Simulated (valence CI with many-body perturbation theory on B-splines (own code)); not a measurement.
Which ion has this spectrum?

A relativistic CI+MBPT calculation for an atom or ion with 15 electrons gives these levels (eV):

```tsv
J	Parity	E	g
3/2	odd	0.00	1.45
3/2	odd	38.80	1.40
5/2	odd	45.71	1.20
1/2	odd	54.27	0.66
3/2	odd	93.72	1.27
5/2	even	124.50	1.50
3/2	even	127.92	0.87
1/2	even	143.95	2.31
3/2	even	146.51	1.15
5/2	even	148.30	1.19
3/2	even	166.76	1.21
5/2	even	167.89	1.00
3/2	even	168.20	1.15
1/2	even	168.74	0.31
```

The energies are calculated, and their last digits are not significant.

Question: Which is it?
A. Cd33+
B. Rh30+
C. Sb36+
D. Pd31+

Answer: A. Cd33+, ground level (3s^2 3p1/2^2 3p3/2) J=3/2.
